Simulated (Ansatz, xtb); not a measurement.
## Isomers of C4HClF3NS in order of energy

6 gas-phase structures of C4HClF3NS, from a drawn sample of its isomers (lower ones may exist). Each was relaxed with GFN2-xTB:

A. `FC(F)(F)c1ncsc1Cl`, a singlet
B. `FC(F)(F)c1scnc1Cl`, a singlet
C. `FC(F)(F)c1csc(Cl)n1`, a singlet
D. `FC(F)(F)c1cnc(Cl)s1`, a singlet
E. `FC(F)(F)c1nc(Cl)cs1`, a singlet
F. `FC(F)(F)c1ncc(Cl)s1`, a singlet

**Question.** Estimate their order in r2SCAN-D4/def2-SVP energy at these geometries, lowest first.

**Answer.** Calculated order at r2SCAN-D4/def2-SVP: C (0.0), D (1.6), B (2.5), E (2.8), A (5.0), F (5.4) kcal/mol. Less than 1 kcal/mol parts D and B; B and E; A and F, so the order within those pairs means little.

Energies above the lowest of each column, in kcal/mol; the last columns are at PBE-D3(BJ)/def2-SVP geometries:

```csv
structure,GFN2-xTB,HF/STO-3G,r2SCAN-D4/def2-SVP,PBE-D3(BJ)/def2-SVP,CCSD(T)/def2-SVP + ΔMP2/def2-TZVPP
C,0.0,0.0,0.0,0.0,0.0
D,0.7,1.8,1.6,1.4,1.7
B,0.7,1.7,2.5,2.5,2.0
E,2.2,1.1,2.8,1.8,1.7
A,1.7,2.5,5.0,4.9,4.7
F,3.8,3.3,5.4,4.3,4.8
```

Every level run on C puts it lowest or level with the lowest. CCSD(T)/def2-SVP + ΔMP2/def2-TZVPP orders those it was run on as C (0.0), D (1.7), E (1.7), B (2.0), A (4.7), F (4.8) kcal/mol. Less than 1 kcal/mol parts D and E; E and B; A and F, so the order within those pairs means little. ΔMP2 is the change of the MP2 energy from the smaller to the larger basis.

Over these structures GFN2-xTB departs from r2SCAN-D4/def2-SVP by 0.9 kcal/mol on average once a common shift is removed. A GFN2-xTB relaxation took about 0.31 s and the r2SCAN-D4/def2-SVP energy about 7.5 s on a shared host (Ansatz 0.2.0, xtb 6.7.1).
